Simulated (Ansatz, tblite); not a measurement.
Isomers of Cu$_{4}$Cl$_{4}$ (singlet), found by a short tight-binding search and relaxed with r2SCAN-D4/def2-SVP in Ansatz.

The xTB rows come from tblite.

Other spin states were run for one of them alone.

A:

```xyz
8

Cu    1.423    0.453    0.138
Cu   -0.838    1.133   -0.512
Cu   -0.068   -1.147   -0.964
Cu   -0.517   -0.440    1.337
Cl    0.110    1.863    1.566
Cl    1.361   -1.842    0.831
Cl    0.841    0.715   -2.172
Cl   -2.311   -0.736   -0.226
```

B:

Cartesian coordinates in Å:
```
Cu 0.649 -1.468 1.264
Cu -0.650 1.468 -1.264
Cu 1.232 -0.008 -0.643
Cu -1.232 0.008 0.643
Cl 1.889 -2.120 -0.382
Cl 1.416 2.097 -1.343
Cl -0.688 -0.593 2.717
Cl -2.616 0.616 -0.992
```

Estimate their order by electronic energy at PBE0-D4/def2-TZVP, counted from the lowest.

B (0.00) < A (0.98), in eV.

Do the other levels pick the same lowest one?

All that were run do. Energies above each level's lowest (eV):

```json
{"level": "GFN1-xTB", "A": "0.93", "B": "0.00"}
{"level": "GFN2-xTB", "A": "0.75", "B": "0.00"}
{"level": "PBE-D4/def2-TZVP", "A": "1.42", "B": "0.00"}
{"level": "r2SCAN-D4/def2-TZVP", "A": "1.33", "B": "0.00"}
{"level": "PBE0-D4/def2-TZVP", "A": "0.98", "B": "0.00"}
```
Point groups (tolerance 0.1 Å): A Td, B D2. Lower isomers may exist.
